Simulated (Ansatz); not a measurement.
Calculated with Ansatz (gas phase, PBE0-D4/def2-TZVP geometries, no zero-point term in ΔE). CBS: MP2 limit from def2 TZ/QZ plus the TZ coupled-cluster correction, frozen cores. This one scheme is used for every species. Functionals use def2-TZVPP. One conformer a species, not always the lowest.

Reaction (redistribution): `O[SiH2]S[SiH](Cl)Cl` + `C[SiH3]` → `O[SiH2][SiH3]` + `CS[SiH](Cl)Cl`

CCSD(T)/CBS gives +137.1 kJ/mol.

Task: Another level gave +140.9 kJ/mol. Which?
A. PBE0-D4/def2-TZVPP
B. r2SCAN/def2-TZVPP
C. PBE/def2-TZVPP
D. SCS-MP2/def2-TZVPP

Result: D. SCS-MP2/def2-TZVPP 140.9, r2SCAN 135.1, PBE 120.1, PBE0-D4 129.4 kJ/mol.

Largest T1 diagnostic among the species: 0.012.

From PBE to PBE0 (25 % exact exchange), in def2-TZVPP and without D4, ΔE moves by +6.3 kJ/mol. The D4 term adds +5.6 kJ/mol with B3LYP and +2.9 kJ/mol with PBE0; it sums over pairs of atoms, weighted by their polarisabilities, and B3LYP, whose exchange is more repulsive, gets the larger term.

B3LYP here is the variant with VWN-RPA as its local correlation; programs differ in this.
